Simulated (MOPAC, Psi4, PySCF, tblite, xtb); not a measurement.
Dimer HBr ··· BCl3 (SMILES Br and ClB(Cl)Cl), singlet at R = 5.48 Å between the centres of mass, closest contact 3.93 Å (a random orientation, not optimised). Geometry in Å and degrees:

```
Cl
B 1 1.7452
Cl 2 1.7452 1 119.98
Cl 2 1.7452 3 120.01 1 180.00
Br 1 3.9274 2 147.57 3 -131.10
H 5 1.4248 1 105.56 2 -12.91
```

Levels: GFN2-xTB (tblite); SAPT0/jun-cc-pVDZ, frozen core (Psi4); PBE0/def2-TZVP, counterpoise-corrected (Psi4); PBE0-D3(BJ)/def2-TZVP, counterpoise-corrected (Psi4); PBE/def2-TZVP, counterpoise-corrected (Psi4); PBE-D3(BJ)/def2-TZVP, counterpoise-corrected (Psi4); HF/aug-cc-pVDZ, counterpoise-corrected (Psi4); MP2/aug-cc-pVDZ = DF-MP2/aug-cc-pVDZ, frozen core, counterpoise-corrected (Psi4); SCS-MP2/aug-cc-pVDZ = DF-SCS-MP2/aug-cc-pVDZ, frozen core, counterpoise-corrected run with Psi4; AM1, restricted, heats of formation (MOPAC); PM7, restricted, heats of formation (MOPAC); GFN1-xTB (xtb); RKS-B3LYP/6-31G* = PySCF with restricted B3LYP/6-31G*, spherical d, no counterpoise correction; RHF/6-31G* = PySCF with restricted Hartree-Fock/6-31G*, spherical d, no counterpoise correction; RHF/LANL2DZ = restricted Hartree-Fock/LANL2DZ, with its core potentials past Ne, no counterpoise correction (PySCF); RKS-B3LYP/LANL2DZ = restricted B3LYP/LANL2DZ, with its core potentials past Ne, no counterpoise correction in PySCF.

Question: What interaction energy does each level give?

Answer: 
```json
[
 {"method": "PM7", "E_int / kcal/mol": "-1.39"},
 {"method": "PBE-D3(BJ)/def2-TZVP", "E_int / kcal/mol": "-0.63"},
 {"method": "PBE0-D3(BJ)/def2-TZVP", "E_int / kcal/mol": "-0.60"},
 {"method": "GFN2-xTB", "E_int / kcal/mol": "-0.43"},
 {"method": "MP2/aug-cc-pVDZ", "E_int / kcal/mol": "-0.41"},
 {"method": "GFN1-xTB", "E_int / kcal/mol": "-0.33"},
 {"method": "SCS-MP2/aug-cc-pVDZ", "E_int / kcal/mol": "-0.19"},
 {"method": "PBE/def2-TZVP", "E_int / kcal/mol": "-0.10"},
 {"method": "SAPT0/jun-cc-pVDZ", "E_int / kcal/mol": "-0.09"},
 {"method": "AM1", "E_int / kcal/mol": "-0.08"},
 {"method": "PBE0/def2-TZVP", "E_int / kcal/mol": "-0.04"},
 {"method": "RKS-B3LYP/6-31G*", "E_int / kcal/mol": "0.24"},
 {"method": "RKS-B3LYP/LANL2DZ", "E_int / kcal/mol": "0.33"},
 {"method": "RHF/6-31G*", "E_int / kcal/mol": "0.46"},
 {"method": "HF/aug-cc-pVDZ", "E_int / kcal/mol": "0.49"},
 {"method": "RHF/LANL2DZ", "E_int / kcal/mol": "0.52"}
]
```
